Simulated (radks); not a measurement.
Values are calculated unless marked as measured or tabulated.
Task: All-electron atom: Nd2+ in [Xe] 4f4 (the NIST ground configuration). Code: a radial shooting solver on a logarithmic mesh with Libxc functionals. Model: Dirac Kohn-Sham, PBE, spin-unpolarised, spherical densities, finite nucleus; open shells are shared between the two j in proportion to 2j + 1; Fermi nuclear charge, rms radius 4.9123 fm. Some entries of the table are withheld. Estimate them.

| orbital | occ. | eigenvalue (Ry) | <1/r> (bohr^-1) |
|---|---|---|---|
| 1s1/2 | 2 | -3187.661 | 66.05 |
| 2s1/2 | 2 | -516.1555 | 15.63 |
| 2p1/2 | 2 | (1) | 15.61 |
| 2p3/2 | 4 | (2) | 14.03 |
| 3s1/2 | 2 | -112.7157 | 5.664 |
| 3p1/2 | 2 | (3) | 5.578 |
| 3p3/2 | 4 | (4) | 5.182 |
| 3d3/2 | 4 | (5) | 5.052 |
| 3d5/2 | 6 | (6) | 4.952 |
| 4s1/2 | 2 | -23.16871 | 2.352 |
| 4p1/2 | 2 | (7) | 2.247 |
| 4p3/2 | 4 | (8) | 2.115 |
| 4d3/2 | 4 | -9.67945 | 1.894 |
| 4d5/2 | 6 | -9.38736 | 1.861 |
| 5s1/2 | 2 | -3.92167 | 0.9021 |
| 5p1/2 | 2 | -2.72685 | 0.7931 |
| 5p3/2 | 4 | -2.50240 | 0.7475 |
| 4f5/2 | 1.71429 | -1.08742 | 1.264 |
| 4f7/2 | 2.28571 | -1.05738 | 1.248 |

Result: 
(1) 2p1/2 eigenvalue (Ry): -488.3863
(2) 2p3/2 eigenvalue (Ry): -450.1623
(3) 3p1/2 eigenvalue (Ry): -100.8527
(4) 3p3/2 eigenvalue (Ry): -93.22182
(5) 3d3/2 eigenvalue (Ry): -72.55862
(6) 3d5/2 eigenvalue (Ry): -70.90909
(7) 4p1/2 eigenvalue (Ry): -18.69129
(8) 4p3/2 eigenvalue (Ry): -17.03760
